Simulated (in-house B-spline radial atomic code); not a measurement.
The manganese ion Mn²⁺ is squeezed into an impenetrable sphere of radius R (the orbitals vanish at R). No spin polarisation. Caution: exact exchange at fractional occupations of open shells leaves self-interaction of up to several eV. All numbers are computed (non-relativistic B3LYP, spherical fractional occupations; point nucleus) with a radial B-spline atomic code at the basis-set limit, not measured.

Energies in eV above the free ion in [Ar] 3d5:

| R (bohr) | highest level (eV) | [Ar] 3d5 | [Ne] 3s2 3p5 3d6 | -dE/dV in [Ar] 3d5 (GPa) |
| --- | --- | --- | --- | --- |
| 7.95 | -24.8 | 8.807e-05 | 50.43 | 0.000282 |
| 6.33 | -24.8 | 0.003671 | 50.44 | 0.0178 |
| 5.28 | -24.8 | 0.0377 | 50.47 | 0.254 |
| 4.08 | -24.2 | 0.4907 | 50.93 | 5.34 |
| 3.84 | -23.8 | 0.813 | 51.27 | 9.98 |
| 2.95 | -20.5 | 5.48 | 56.32 | 121 |
| 2.59 | -17 | 12.61 | 64.08 | 389 |
| 2.36 | -13.1 | 22.35 | 74.54 | 885 |
| 1.75 | 13.7 | 125.5 | 181.7 | 11000 |
| 1.41 | 57 | 380.3 | 439.1 | 56500 |

Task: Does [Ne] 3s2 3p5 3d6 fall below [Ar] 3d5 under compression?

Result: No, it stays above over the whole range.

The highest level is first positive in the row R = 1.75 bohr, pushed up by confinement above the zero of the free ion's potential. Each configuration is held fixed and needn't be the lowest in the sphere.
